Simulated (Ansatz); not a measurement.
CH₇NO₃Si, SMILES `CO[Si](N)(O)O` at its PBE0-D4/def2-TZVP geometry, where that method's forces vanish. Total charge 0; spin multiplicity 1.

```tsv
atom	x (Å)	y (Å)	z (Å)
C1	-1.4097	1.1016	0.8585
O2	-0.1758	0.4562	1.0622
Si3	0.5395	-0.5221	-0.0338
N4	1.1216	0.1654	-1.4720
O5	-0.6170	-1.6138	-0.4325
O6	1.8560	-1.1218	0.7219
H7	-2.2072	0.3810	0.6518
H8	-1.3540	1.8132	0.0261
H9	-1.6619	1.6547	1.7651
H10	1.9791	0.6906	-1.4872
H11	0.5106	0.4066	-2.2324
H12	-0.3789	-2.2527	-1.1054
H13	1.7975	-1.1588	1.6778
```

Q: For each bond, give half the difference of the two atoms' forces along it (eV/Å; positive pushes the atoms apart) under PBE-D4, r2SCAN-D4, B3LYP-D4, ωB97M-V in def2-TZVPP. (Estimate.)

A: Computed: 
| bond | length (Å) | PBE-D4 | r2SCAN-D4 | B3LYP-D4 | ωB97M-V |
| --- | --- | --- | --- | --- | --- |
| C1–O2 | 1.407 | 0.21 | 0.29 | 0.30 | 0.26 |
| C1–H7 | 1.095 | 0.08 | -0.06 | -0.09 | -0.11 |
| C1–H8 | 1.097 | 0.08 | -0.05 | -0.08 | -0.10 |
| C1–H9 | 1.092 | 0.08 | -0.06 | -0.13 | -0.10 |
| O2–Si3 | 1.634 | 0.18 | -0.04 | -0.02 | -0.04 |
| Si3–N4 | 1.697 | -0.06 | -0.02 | 0.03 | 0.03 |
| Si3–O5 | 1.640 | 0.20 | 0.03 | 0.10 | 0.08 |
| Si3–O6 | 1.632 | 0.21 | 0.03 | 0.05 | 0.07 |
| N4–H10 | 1.006 | 0.17 | 0.01 | -0.02 | -0.03 |
| N4–H11 | 1.005 | 0.18 | 0.02 | -0.02 | -0.03 |
| O5–H12 | 0.958 | 0.32 | 0.02 | -0.03 | -0.06 |
| O6–H13 | 0.958 | 0.32 | 0.01 | -0.02 | -0.06 |

B3LYP here is the variant with VWN-RPA as its local correlation; programs differ in this.
